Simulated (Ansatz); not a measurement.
Basis-set extrapolation for CH5AlNO, SMILES `C[O][Al][NH2]` radical (PBE0-D4/def2-TZVP geometry, frozen core, Ansatz). Multiplicity 2, UHF reference.

```tsv
	def2-TZVPP	def2-QZVPP
HF	-412.143754	-412.160006
MP2 correlation	-0.683504	-0.734199
CCSD(T) correlation	-0.735339	not run
```

Energies in hartree. Use E(X) = E(∞) + A·exp(−7.88·√X) for Hartree–Fock and E(X) = E(∞) + B·X^(−2.97) for correlation, with X = 3 and 4, and add CCSD(T) minus MP2 of the smaller set to the MP2 limit.

Problem. What is the CCSD(T) energy at the basis-set limit?

Solution. HF limit: -412.160006 + (-0.016252) × 0.13774 = -412.16224. MP2 limit: -0.734199 + (-0.050695) × 0.74074 = -0.77175. Higher-order term: -0.735339 − (-0.683504) = -0.05183. Total: -412.98582 hartree, 280.2 kJ/mol below CCSD(T)/def2-TZVPP.
